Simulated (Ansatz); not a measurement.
The inner images of a band of C2H7NOSi2 (13 atoms, charge 0, multiplicity 1) are given out of order.

Level of theory: Ansatz 0.2.0, RKS PBE/def2-SVP.

Initial state:

```xyz
13
Properties=species:S:1:pos:R:3
C -0.721 -0.030 2.130
Si 0.576 -0.077 0.785
N 0.304 -1.457 -0.332
C 0.116 -1.091 -1.553
Si 0.178 0.821 -1.868
O 0.463 1.264 -0.261
H -0.653 -0.943 2.756
H -1.740 0.023 1.696
H -0.573 0.851 2.787
H 1.960 -0.178 1.358
H -0.069 -1.870 -2.333
H 1.297 1.258 -2.774
H -1.117 1.394 -2.376
```

Final state:

```xyz
13
Properties=species:S:1:pos:R:3
C -0.647 0.151 2.171
Si 0.865 0.473 1.018
N 0.660 -1.062 -0.074
C 0.407 -0.939 -1.366
Si 0.080 0.884 -1.803
O 0.211 1.485 -0.251
H -0.467 -0.739 2.811
H -1.590 0.009 1.602
H -0.771 1.020 2.850
H 0.908 -2.000 0.276
H 0.474 -1.830 -2.017
H 1.144 1.411 -2.733
H -1.254 1.101 -2.471
```

Question: Put them in order from the first end to the last, with their energies above the first end.
A.
```xyz
13
Properties=species:S:1:pos:R:3
C -0.693 0.135 2.274
Si 0.440 -0.062 0.785
N 0.141 -1.407 -0.349
C 0.314 -1.059 -1.579
Si 0.144 0.828 -1.877
O 0.308 1.304 -0.237
H -0.650 -0.789 2.883
H -1.729 0.263 1.892
H -0.465 1.001 2.928
H 1.610 -1.075 0.768
H 0.597 -1.842 -2.316
H 1.210 1.459 -2.721
H -1.207 1.209 -2.436
```
B.
```xyz
13
Properties=species:S:1:pos:R:3
C -0.710 0.175 2.265
Si 0.676 0.318 0.952
N 0.551 -1.149 -0.148
C 0.390 -1.008 -1.471
Si 0.066 0.830 -1.855
O 0.141 1.404 -0.280
H -0.628 -0.767 2.848
H -1.736 0.268 1.854
H -0.534 1.010 2.974
H 1.186 -1.851 0.269
H 0.680 -1.822 -2.163
H 1.180 1.391 -2.713
H -1.240 1.167 -2.517
```
C.
```xyz
13
Properties=species:S:1:pos:R:3
C -0.722 0.017 2.194
Si 0.473 -0.143 0.765
N 0.217 -1.494 -0.391
C 0.199 -1.101 -1.619
Si 0.177 0.820 -1.877
O 0.368 1.226 -0.247
H -0.675 -0.868 2.859
H -1.767 0.158 1.853
H -0.436 0.907 2.794
H 1.871 -0.373 1.258
H 0.186 -1.866 -2.434
H 1.278 1.397 -2.722
H -1.149 1.287 -2.417
```
D.
```xyz
13
Properties=species:S:1:pos:R:3
C -0.713 0.155 2.286
Si 0.512 0.087 0.856
N 0.328 -1.323 -0.237
C 0.348 -1.048 -1.537
Si 0.112 0.814 -1.876
O 0.256 1.352 -0.260
H -0.648 -0.779 2.877
H -1.743 0.273 1.890
H -0.485 1.010 2.952
H 1.422 -1.375 0.496
H 0.651 -1.837 -2.254
H 1.199 1.430 -2.719
H -1.220 1.205 -2.459
```
E.
```xyz
13
Properties=species:S:1:pos:R:3
C -0.707 0.086 2.242
Si 0.407 -0.148 0.756
N 0.104 -1.477 -0.404
C 0.268 -1.087 -1.621
Si 0.173 0.828 -1.875
O 0.339 1.242 -0.235
H -0.665 -0.809 2.894
H -1.751 0.234 1.903
H -0.425 0.970 2.853
H 1.768 -0.709 1.046
H 0.456 -1.853 -2.408
H 1.234 1.473 -2.718
H -1.181 1.216 -2.417
```

Answer: C (+0.05 eV), E (+0.33 eV), A (+1.28 eV), D (+2.43 eV), B (+1.26 eV).

Run time: 110 s on 2 threads of Intel(R) Xeon(R) Platinum 8488C (Sapphire Rapids), on a shared host, peak memory 0.19 GiB.
